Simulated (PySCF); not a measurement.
Below is a simulated gas-phase C 1s photoelectron spectrum of `C[SiH2]/C=C\[SiH2]N(C)C`.

Every computed line was given a Gaussian of 0.8 eV full width at half maximum and an area set by the number of equivalent atoms; the highest printed point is 100. Computed with delta-SCF UKS SCAN, pcX-2 on the ionised atom, pcseg-1 elsewhere, spin-free X2C (PySCF).

(binding energy (eV), intensity): (288.5, 0), (288.6, 0), (288.7, 1), (288.8, 2), (288.9, 4), (289.0, 7), (289.1, 13), (289.2, 22), (289.3, 35), (289.4, 51), (289.5, 68), (289.6, 83), (289.7, 95), (289.8, 100), (289.9, 97), (290.0, 87), (290.1, 73), (290.2, 56), (290.3, 40), (290.4, 27), (290.5, 19), (290.6, 15), (290.7, 15), (290.8, 20), (290.9, 29), (291.0, 41), (291.1, 53), (291.2, 63), (291.3, 69), (291.4, 69), (291.5, 64), (291.6, 54), (291.7, 42), (291.8, 30), (291.9, 19), (292.0, 12), (292.1, 6), (292.2, 3), (292.3, 1), (292.4, 1), (292.5, 0)

Question: Count the maxima, the lines and the sites behind this envelope.

Answer: The curve has 2 maxima (at 289.8 and 291.4 eV). Under it lie 4 lines from 4 inequivalent carbon sites. At this width some lines have no maximum of their own.

Question: Decompose the envelope and assign each component. Numbering: `[CH3:1][SiH2:2]/[CH:3]=[CH:4]\[SiH2:5][N:6]([CH3:7])[CH3:8]`.

Answer: 
```csv
position (eV),relative area,line,atoms,environment
289.70,1,C 1s,C4,alkene CH carbon
289.80,1,C 1s,C3,alkene CH carbon
289.95,1,C 1s,C1,Si-methyl carbon
291.36,2,C 1s,C7/C8,N-methyl carbon
```

Question: What are the centre and the root-mean-square width of the whole band?

Answer: The area-weighted mean of the lines is 290.43 eV. Their own spread about it is 0.76 eV (rms) and each Gaussian has σ = 0.8/2.355 = 0.34 eV; the variances add, which gives 0.83 eV.

Lowest listed C 1s: C4, bonded to C (double bond), H and Si. Highest, 1.66 eV above it: C7/C8, bonded to N and 3 H.

No satellites, vibrations or lifetime broadening are included. One atom of each set of topologically equivalent atoms was ionised and stands for the set; in this conformer not all members are related by symmetry, and their own values weren't computed. Isolated species at its PBE0-D3(BJ)/def2-SVP geometry (one conformer only).

Shape of the structure used: `[CH3:1][SiH2:2]/[CH:3]=[CH:4]\[SiH2:5][N:6]([CH3:7])[CH3:8]`: C1–Si2–C3–C4 -99°, C3–C4–Si5–N6 48°, C4–Si5–N6–C7 -144°.
